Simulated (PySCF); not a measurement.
C₂H₅ClF₂Si, SMILES CC(F)([SiH2]Cl)F.

Geometry: PBE0-D3(BJ)/def2-SVP. This is a generated structure with no PubChem entry under its InChIKey; it may be hypothetical. One conformer was computed; it need not be the lowest.

All values below come from SMD-B3LYP/6-31G* (PySCF).

Solvation free energies are E(SMD) − E(gas) at the gas-phase geometry, for 1 M in both phases. In vacuum the dipole moment is 1.45 D.

Computed solvation free energies in water, diethylether, methanol:
| solvent | ΔG(solv) (kcal/mol) | its non-electrostatic (CDS) part | dipole (D) |
|---|---|---|---|
| water | 0.8 | 4.0 | 1.89 |
| diethylether | -3.4 | -1.2 | 1.74 |
| methanol | -3.7 | -0.5 | 1.87 |
